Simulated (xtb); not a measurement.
CH2, singlet, from a rough starting geometry; xtb with GFN2-xTB.

xtb was given this input:
```
$ xtb mol.xyz --gfn 2 --opt vtight --json

# file mol.xyz
3

C      0.00161267     0.44378034     0.03080245
H     -0.90146222    -0.22314669    -0.02558941
H      0.83650753    -0.21771535    -0.04377992
```

Task: What does xtb print? Leave out banner, timings and long lists.

Result: 
```
   ID    Z sym.   atoms
    1    6 C      1
    2    1 H      2, 3

           -------------------------------------------------
          |                Calculation Setup                |
           -------------------------------------------------

           -------------------------------------------------
          |                 G F N 2 - x T B                 |
           -------------------------------------------------

          ...................................................
          :                      SETUP                      :
          :.................................................:
          :  # basis functions                   6          :
          :  # atomic orbitals                   6          :
          :  # shells                            4          :
          :  # electrons                         6          :
          :  max. iterations                   250          :
          :  Hamiltonian                  GFN2-xTB          :
          :  restarted?                      false          :
          :  GBSA solvation                  false          :
          :  PC potential                    false          :
          :  electronic temp.          300.0000000     K    :
          :  accuracy                    1.0000000          :
          :  -> integral cutoff          0.2500000E+02      :
          :  -> integral neglect         0.1000000E-07      :
          :  -> SCF convergence          0.1000000E-05 Eh   :
          :  -> wf. convergence          0.1000000E-03 e    :
          :  Broyden damping             0.4000000          :
          :  net charge                          0          :
          :  unpaired electrons                  0          :
          ...................................................

 iter      E             dE          RMSdq      gap      omega  full diag
   1     -2.9876030 -0.298760E+01  0.130E+01    1.17       0.0  T
   2     -2.9971291 -0.952608E-02  0.784E+00    1.05       1.0  T
   3     -2.9981763 -0.104717E-02  0.111E+00    0.87       1.0  T
   4     -2.9990207 -0.844427E-03  0.604E-01    1.01       1.0  T
   5     -2.9990715 -0.507777E-04  0.568E-01    1.01       1.0  T
   6     -2.9994032 -0.331682E-03  0.325E-02    0.98       1.8  T
   7     -2.9994040 -0.792080E-06  0.104E-02    0.98       5.6  T
   8     -2.9994041 -0.126367E-06  0.152E-03    0.98      37.9  T
   9     -2.9994041 -0.304524E-08  0.161E-04    0.98     359.3  T
  10     -2.9994041 -0.667111E-11  0.179E-05    0.98    3228.8  T

   *** convergence criteria satisfied after 10 iterations ***

         :::::::::::::::::::::::::::::::::::::::::::::::::::::
         ::                     SUMMARY                     ::
         :::::::::::::::::::::::::::::::::::::::::::::::::::::
         :: total energy              -2.966531990007 Eh    ::
         :: gradient norm              0.035323579294 Eh/a0 ::
         :: HOMO-LUMO gap              0.982070738301 eV    ::
         ::.................................................::
         :: SCC energy                -2.999404101727 Eh    ::
         :: -> isotropic ES           -0.006160462456 Eh    ::
         :: -> anisotropic ES         -0.001113137972 Eh    ::
         :: -> anisotropic XC          0.011104061015 Eh    ::
         :: -> dispersion             -0.000265301781 Eh    ::
         :: repulsion energy           0.032872111720 Eh    ::
         :: add. restraining           0.000000000000 Eh    ::
         :: total charge               0.000000000000 e     ::
         :::::::::::::::::::::::::::::::::::::::::::::::::::::

      -----------------------------------------------------------
     |                   =====================                   |
     |                        A N C O P T                        |
     |                   =====================                   |
     |               Approximate Normal Coordinate               |
     |                Rational Function Optimizer                |
      -----------------------------------------------------------
      -----------------------------------------------------------
     |                   =====================                   |
     |                        A N C O P T                        |
     |                   =====================                   |
     |               Approximate Normal Coordinate               |
     |                Rational Function Optimizer                |
      -----------------------------------------------------------

          ...................................................
          :                      SETUP                      :
          :.................................................:
          :   optimization level         verytight          :
          :   max. optcycles                   200          :
          :   ANC micro-cycles                  20          :
          :   degrees of freedom                 3          :
          :.................................................:
          :   RF solver                   davidson          :
          :   write xtbopt.log                true          :
          :   linear?                        false          :
          :   energy convergence         0.1000000E-06 Eh   :
          :   grad. convergence          0.2000000E-03 Eh/α :
          :   maxmium RF displ.          1.0000000          :
          :   Hlow (freq-cutoff)         0.1000000E-01      :
          :   Hmax (freq-cutoff)         5.0000000          :
          :   S6 in model hess.         20.0000000          :
          ...................................................

generating ANC from exact Hessian ...
Using Lindh-Hessian (1995)
 Shifting diagonal of input Hessian by    0.0000000000000000
 Lowest  eigenvalues of input Hessian
    0.000000    0.000000    0.000000    0.000000    0.000000    0.000000
    0.107550    0.749583    0.975075
 Highest eigenvalues
[...]
 * total energy  :    -2.9665320 Eh     change       -0.3241851E-12 Eh
 * total energy  :    -2.9674122 Eh     change       -0.8802445E-03 Eh
 * total energy  :    -2.9674812 Eh     change       -0.6900672E-04 Eh
 * total energy  :    -2.9674815 Eh     change       -0.2421067E-06 Eh
 * total energy  :    -2.9674815 Eh     change       -0.1017854E-07 Eh
   *** GEOMETRY OPTIMIZATION CONVERGED AFTER 5 ITERATIONS ***
[...]
 C  H  Rav=1.1007 sigma=0.0000  Rmin=1.1006  Rmax=1.1007     2

 selected bond angles (degree)
 --------------------
H3-C1-H2=106.46

 selected dihedral angles (degree)
 ---------------------------------

           -------------------------------------------------
          |                Final Singlepoint                |
           -------------------------------------------------

          ...................................................
          :                      SETUP                      :
          :.................................................:
          :  # basis functions                   6          :
          :  # atomic orbitals                   6          :
          :  # shells                            4          :
          :  # electrons                         6          :
          :  max. iterations                   250          :
          :  Hamiltonian                  GFN2-xTB          :
          :  restarted?                      false          :
          :  GBSA solvation                  false          :
          :  PC potential                    false          :
          :  electronic temp.          300.0000000     K    :
          :  accuracy                    1.0000000          :
          :  -> integral cutoff          0.2500000E+02      :
          :  -> integral neglect         0.1000000E-07      :
          :  -> SCF convergence          0.1000000E-05 Eh   :
          :  -> wf. convergence          0.1000000E-03 e    :
          :  Broyden damping             0.4000000          :
          :  net charge                          0          :
          :  unpaired electrons                  0          :
          ...................................................

 iter      E             dE          RMSdq      gap      omega  full diag
   1     -2.9984657 -0.299847E+01  0.366E-06    0.95       0.0  T
   2     -2.9984657  0.444089E-15  0.213E-06    0.95   27057.3  T
   3     -2.9984657 -0.222045E-14  0.274E-07    0.95  100000.0  T

   *** convergence criteria satisfied after 3 iterations ***

         :::::::::::::::::::::::::::::::::::::::::::::::::::::
         ::                     SUMMARY                     ::
         :::::::::::::::::::::::::::::::::::::::::::::::::::::
         :: total energy              -2.967481493529 Eh    ::
         :: gradient norm              0.000020521271 Eh/a0 ::
         :: HOMO-LUMO gap              0.953209002077 eV    ::
         ::.................................................::
         :: SCC energy                -2.998465728345 Eh    ::
         :: -> isotropic ES           -0.006151050251 Eh    ::
         :: -> anisotropic ES         -0.001182918581 Eh    ::
         :: -> anisotropic XC          0.011197556311 Eh    ::
         :: -> dispersion             -0.000265272780 Eh    ::
         :: repulsion energy           0.030984234816 Eh    ::
         :: add. restraining           0.000000000000 Eh    ::
         :: total charge              -0.000000000000 e     ::
         :::::::::::::::::::::::::::::::::::::::::::::::::::::

           -------------------------------------------------
          |                Property Printout                |
           -------------------------------------------------

    * Orbital Energies and Occupations

         #    Occupation            Energy/Eh            Energy/eV
      -------------------------------------------------------------
         1        2.0000           -0.6020715             -16.3832
         2        2.0000           -0.4826130             -13.1326
         3        2.0000           -0.4028366             -10.9617 (HOMO)
         4                         -0.3678068             -10.0085 (LUMO)
         5                          0.1443324               3.9275
         6                          0.1651128               4.4929
      -------------------------------------------------------------
                  HL-Gap            0.0350298 Eh            0.9532 eV
             Fermi-level           -0.3853217 Eh          -10.4851 eV

     #   Z          covCN         q      C6AA      α(0)
     1   6 C        1.846    -0.144    35.239     9.590
     2   1 H        0.923     0.072     2.063     2.246
     3   1 H        0.923     0.072     2.063     2.246

 Mol. C6AA /au·bohr⁶  :         77.570349
 Mol. C8AA /au·bohr⁸  :       1756.155554
 Mol. α(0) /au        :         14.081441

Wiberg/Mayer (AO) data.
largest (>0.10) Wiberg bond orders for each atom

 ---------------------------------------------------------------------------
     #   Z sym  total        # sym  WBO       # sym  WBO       # sym  WBO
 ---------------------------------------------------------------------------
     1   6 C    1.990 --     2 H    0.995     3 H    0.995
     2   1 H    0.995 --     1 C    0.995
     3   1 H    0.995 --     1 C    0.995
 ---------------------------------------------------------------------------

Topologies differ in total number of bonds
Writing topology from bond orders to xtbtopo.mol

molecular dipole:
                 x           y           z       tot (Debye)
 q only:       -0.001      -0.179      -0.018
   full:       -0.004      -0.690      -0.068       1.761
molecular quadrupole (traceless):
                xx          xy          yy          xz          yz          zz
 q only:        0.438       0.007      -0.275      -0.006      -0.004      -0.163
  q+dip:        1.325       0.028      -0.991      -0.015      -0.040      -0.334
   full:        0.731       0.023      -1.946       0.008      -0.291       1.216

optimized geometry written to: xtbopt.xyz

           -------------------------------------------------
          | TOTAL ENERGY               -2.967481493529 Eh   |
          | GRADIENT NORM               0.000020521271 Eh/α |
          | HOMO-LUMO GAP               0.953209002077 eV   |
           -------------------------------------------------

normal termination of xtb
```
